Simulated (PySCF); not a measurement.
YO₂, SMILES [O]=[Y]=[O] (connectivity only; charge and spin as stated), neutral, multiplicity 2. Atoms are numbered in the order given.

```xyz
3

Y      0.0000     0.0000     0.2653
O      0.0000     1.6820    -0.6467
O      0.0000    -1.6820    -0.6467
```
Charge 0, spin multiplicity 2.

The structure is a stationary point at PBE-D3(BJ)/def2-TZVP. The def2 effective core potentials stand for the cores of Y; spin–orbit coupling is left out.

These are PBE/def2-TZVPD (PySCF) values and carry that method's errors.

Mulliken values depend strongly on the basis, most of all with diffuse functions as here. ESP charges are fitted to the potential on shells at 1.4 to 2.0 van der Waals radii. Atomic charges (e):

```tsv
atom	ESP fit	Mulliken	Mulliken spin
Y1	…	1.35	-0.07
O2	…	-0.68	0.53
O3	…	-0.68	0.53
```

Complete the blanks. (The exact figures need the calculation; the answer reports its results.)


- Y1, ESP fit: 1.46
- O2, ESP fit: -0.73
- O3, ESP fit: -0.73
